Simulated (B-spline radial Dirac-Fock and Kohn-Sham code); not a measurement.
ΔSCF core binding energies without Breit or QED terms, calculated with a radial finite-basis atomic code.

A sound run for the Eu atom, configuration [Xe] 4f7 6s2: The ground state converged in 13 iterations, with total energy -10846.48249 Ha, virial ratio 1.91988 and highest orbital energy -4.93 eV. ΔSCF binding energies: K (1s) 48725.6 eV, L3 (2p3/2) 6996.3 eV, M5 (3d5/2) 1137.1 eV.

A second run, with one unsound setting: The ground state converged in 18 iterations, with total energy -16071.47130 Ha, virial ratio 1.13950 and highest orbital energy -2.43 eV. ΔSCF binding energies: K (1s) 31979.5 eV, L3 (2p3/2) 6869.9 eV, M5 (3d5/2) 976.2 eV.

```
iter   energy (Ha)        error
   1   -15999.54781841  3.87e+01
   2   -16064.70143714  2.50e+00
   3   -16070.34678940  1.16e+00
   4   -16071.27621059  5.39e-01
   5   -16068.40507141  1.94e-01
   6   -16068.00194291  3.48e-01
   7   -16070.30673121  2.02e-01
   8   -16071.21473103  8.06e-02
   9   -16071.43092779  2.57e-02
  17   -16071.47130414  7.82e-07
  18   -16071.47130414  1.51e-07
```

Q: Which fault fits the second run best?
A. too few quadrature points
B. nuclear radius in wrong units
C. speed of light below Z
D. mesh too coarse

A: C. The input had c_factor = 0.396: c_factor makes c so small that Zα exceeds 1, so any numbers that come out have no meaning.
